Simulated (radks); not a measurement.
Ho I, configuration [Xe] 4f11 6s2.

All-electron calculation, scalar-relativistic Kohn-Sham, r2SCAN, spin-unpolarised, spherical densities, finite nucleus; meta-GGA in the generalised Kohn-Sham scheme; Fermi nuclear charge, rms radius 5.2022 fm. Program: a radial shooting solver on a logarithmic mesh with Libxc functionals.

Energy parts (Ry):
total: -25232.8744
kinetic: 27285.6129
electron-nucleus: -61834.2064
Hartree: 9857.0864
exchange-correlation: -541.3673

Orbitals (lengths in bohr, moments of r in powers of bohr; r(90%) holds 90 % of the orbital's charge):
| orbital | occ. | eigenvalue (Ry) | <r^2> | <r> | r(90%) | <1/r> |
|---|---|---|---|---|---|---|
| 1s | 2 | -4084.197 | 0.0005884 | 0.02074 | 0.0376 | 76.04 |
| 2s | 2 | -684.8360 | 0.009167 | 0.08807 | 0.136 | 17.70 |
| 2p | 6 | -606.4754 | 0.007443 | 0.07807 | 0.127 | 16.38 |
| 3s | 2 | -153.5871 | 0.06022 | 0.2295 | 0.336 | 6.533 |
| 3p | 6 | -129.5189 | 0.06061 | 0.2286 | 0.342 | 6.106 |
| 3d | 10 | -98.96460 | 0.05073 | 0.2079 | 0.323 | 5.781 |
| 4s | 2 | -30.67079 | 0.3040 | 0.5191 | 0.745 | 2.744 |
| 4p | 6 | -22.71338 | 0.3442 | 0.5501 | 0.800 | 2.515 |
| 4d | 10 | -11.91759 | 0.4135 | 0.5967 | 0.897 | 2.219 |
| 5s | 2 | -3.81738 | 1.847 | 1.280 | 1.85 | 1.033 |
| 5p | 6 | -1.97500 | 2.623 | 1.516 | 2.24 | 0.8593 |
| 6s | 2 | -0.28458 | 19.34 | 4.126 | 6.11 | 0.3011 |
| 4f | 11 | -0.22489 | 1.022 | 0.8530 | 1.50 | 1.599 |

The highest occupied level is 4f at -3.060 eV. The density falls to 0.001 e/bohr^3 at r = 5.18 bohr. Summed over all electrons, <r^2> = 77.22 bohr^2, which gives a Langevin (diamagnetic) susceptibility term of -61.2 x 10^-6 cm^3/mol. For comparison, the ionisation energy in NIST's Atomic Spectra Database is 6.022 eV (measured). In exact Kohn-Sham theory the highest level is minus the ionisation energy, but local and semilocal functionals leave it too shallow, through self-interaction and a potential that decays too fast; potentials with the right tail come closer. The electron density at the nucleus is 8.47e+05 e/bohr^3 (large components only).

Beside tabulated values, note that spin-unpolarised runs miss the spin-polarisation part of the exchange energy of open shells.
